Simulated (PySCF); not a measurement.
Radial density of Ag (silver, neutral)

M06-2X, [Kr] 4d10 5d1, 2D determinant (an excited configuration). All numbers are calculated (PySCF 2.14, scalar relativity by spin-free X2C-1e, in x2c-QZVPPall with one added diffuse shell each of s, p, d, f, g type (14s9p8d5f3g, 143 functions)).

```
r (bohr)  4πr²ρ (e/bohr)  4πr²(ρα − ρβ)
  0.0312           55.60         0.0000
  0.0524           54.11         0.0001
  0.0882           75.16         0.0006
   0.148           57.93         0.0027
   0.250           58.27         0.0040
   0.420           39.29         0.0000
   0.706           17.06         0.0104
    1.19           14.26         0.0123
    2.00           3.008         0.0003
    3.36          0.2358         0.0068
    5.65         0.09202         0.0897
    9.50          0.1409         0.1409
    16.0        0.003454         0.0035
```

Densities and radii are taken from the X2C orbitals without a picture-change correction, which distorts them close to the nucleus.

The outer electron is Rydberg-like, and this basis confines it to a smaller radius and binds it less than a complete one would.
